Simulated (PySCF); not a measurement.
Si(H)2(OH)(SiMe3), SMILES C[Si](C)(C)[SiH2]O, GFN2-xTB optimised geometry.

```
18

Si     1.73    -0.51     0.00
O      2.07     0.27     1.40
Si    -0.59    -0.51     0.00
C     -1.31     1.26     0.00
C     -1.31    -1.43     1.52
C     -1.25    -1.39    -1.56
H      2.40     0.21    -1.10
H      2.40    -1.82     0.03
H      2.96     0.43     1.68
H     -2.40     1.26     0.02
H     -1.00     1.81    -0.89
H     -0.96     1.82     0.87
H     -2.39    -1.40     1.53
H     -0.96    -0.97     2.44
H     -1.00    -2.47     1.53
H     -0.91    -0.90    -2.47
H     -2.33    -1.40    -1.58
H     -0.91    -2.42    -1.61
```

Density from CAM-B3LYP/def2-SVP (PySCF 2.14.0) at that geometry.

Minimum of the electron density along straight lines between bonded atoms, close to the bond critical point (lines longer than 1.1 times the sum of covalent radii, or with two minima, are not listed):

| bond | length / Å | ρ at the minimum / e bohr⁻³ | ∇²ρ there / e bohr⁻⁵ | position (fraction from the first atom) |
|---|---|---|---|---|
| Si1–O2 | 1.633 | ? | 1.05 | 0.41 |
| Si3–C4 | 1.915 | 0.109 | 0.30 | 0.38 |
| Si3–C5 | 1.915 | 0.109 | 0.30 | 0.38 |
| Si3–C6 | 1.912 | 0.109 | 0.31 | 0.38 |
| Si1–H7 | 1.473 | 0.116 | 0.33 | 0.49 |
| Si1–H8 | 1.473 | 0.116 | 0.33 | 0.49 |
| O2–H9 | 0.953 | ? | -2.42 | 0.82 |
| C4–H10 | 1.087 | 0.271 | -0.98 | 0.63 |
| C4–H11 | 1.087 | 0.272 | -0.98 | 0.63 |
| C4–H12 | 1.086 | 0.273 | -0.99 | 0.63 |
| C5–H13 | 1.087 | 0.271 | -0.98 | 0.63 |
| C5–H14 | 1.086 | 0.273 | -0.99 | 0.63 |
| C5–H15 | 1.087 | 0.272 | -0.98 | 0.63 |
| C6–H16 | 1.086 | 0.272 | -0.98 | 0.63 |
| C6–H17 | 1.086 | 0.272 | -0.98 | 0.63 |
| C6–H18 | 1.086 | 0.272 | -0.98 | 0.63 |

Q: Fill in the missing entries.

A: 
- Si1–O2, ρ at the minimum / e bohr⁻³: 0.127
- O2–H9, ρ at the minimum / e bohr⁻³: 0.354
